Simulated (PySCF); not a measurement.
# Does the structure fit the spectrum?

A compound C₆H₁₁P gives the data below (simulated from a calculation) and was assigned the structure `C=CP1CC(C)C1`.

13C{1H} NMR (computed): δ 189.5 (C), 46.7 (CH2), 34.6 (C), 30.3 (CH3, 3C).

1H NMR (600 MHz, computed): δ 2.52 (m, 2H), 1.16 (s, 9H).

PySCF 2.14 calculation with GFN2-xTB structure and NMR shieldings at PBE0/pcSseg-1/GIAO; no solvent model, a single conformation, no relativistic terms, fast rotation and ring inversion assumed for equivalent nuclei.

Scale: TMS for 1H, 13C (reference shieldings calculated alike).

Problem. Compare with the shifts computed for the proposed structure, pairing carbons in order of shift.

Solution. Structure with atom numbers: `[CH2:1]=[CH:2][P:3]1[CH2:4][CH:5]([CH3:6])[CH2:7]1`; H(Xn) means a hydrogen on atom n.

| atom | computed for proposal | given list | difference |
| --- | --- | --- | --- |
| C2 | 152.3 | 189.5 | -37.2 |
| C1 | 138.4 | 46.7 | +91.7 |
| C5 | 35.4 | 34.6 | +0.8 |
| C4 | 31.4 | 30.3 | +1.1 |
| C7 | 31.4 | 30.3 | +1.1 |
| C6 | 28.4 | 30.3 | -1.9 |

The rms difference is 40.4 ppm and the largest +91.7 ppm at C1 (terminal =CH2 carbon). The proposal also would give 5 carbon signals, not 4. The carbon types in order of shift don't match either: CH, CH2, CH, CH2, CH2, CH3 for the proposal against C, CH2, C, CH3, CH3, CH3 in the data. The proposal doesn't fit.

Problem. Which isomer fits?

Solution. `CC(C)(C)CC#P`.

δC 189.5: carbon bonded to C, P. δC 34.6: quaternary sp3 carbon; saturated and bonded to C and H only. δC 30.3: methyl carbon; aliphatic region, no heteroatom directly attached. δH 1.16: hydrogen on a methyl carbon; far from electronegative atoms and π systems.

Other isomers checked: CC(C)(C)P1C=C1 (rms 42.0 ppm).

This is the structure that produced the data.

Splittings by 31P in the carbon and heteronuclear signals aren't shown, as no couplings were computed. Shifts are as computed. Against solution values, carbons near 30 ppm lie about +3 ppm off and those near 130 ppm about +5 ppm. Of 1211 compounds with measured shifts, 218 miss one by over three times the rms of a fit or turn the order of signals round; such compounds aren't used in these exercises. No couplings were computed; multiplicities are counted from neighbouring protons, with m where these are inequivalent, close in shift, in a saturated or five-membered ring or joined by F or P, and br s for small geminal =CH2 splittings.
